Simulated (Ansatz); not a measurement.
Species: C4H3O2 (charge 0, doublet). It need not be the lowest isomer of its formula. 
Geometry from a B3LYP-D3(BJ)/def2-TZVP (Ansatz, a first-principles code) optimisation:
```xyz
9

O      1.9006    -0.6054    -0.2355
C      0.7873    -0.1734    -0.1163
C      0.1875     1.1252    -0.3104
C     -1.1596     1.0256    -0.0153
C     -1.3963    -0.2914     0.3514
O     -0.2824    -1.0343     0.3074
H      0.7469     1.9867    -0.6317
H     -1.9036     1.8038    -0.0543
H     -2.3028    -0.7892     0.6544
```
Charge 0, spin multiplicity 2.

Basis-set convergence of Hartree-Fock and CCSD correlation energies (hartree) with Ansatz. Valence correlation only, unless marked. Open shells are spin-unrestricted. No spin-orbit coupling. No relativistic terms.

The UHF reference is spin-contaminated (<S^2> 0.21 over the pure value in the largest basis). 

```json
[
 {"basis": "cc-pVDZ", "functions": "99", "E(HF)": "-302.93987", "E(corr, CCSD)": "-0.87771"},
 {"basis": "cc-pVTZ", "functions": "222", "E(HF)": "-303.02525", "E(corr, CCSD)": "-1.06994"},
 {"basis": "cc-pVQZ", "functions": "420", "E(HF)": "-303.04644", "E(corr, CCSD)": "-1.13417"}
]
```

Extrapolating the two largest sets (X = 3 and 4) as X^-3: E(corr) = (64·(-1.13417) - 27·(-1.06994))/37 = -1.1810 Eh, an estimate of the basis-set limit. The largest set recovers 96.0 % of it, the smallest 74.3 %.
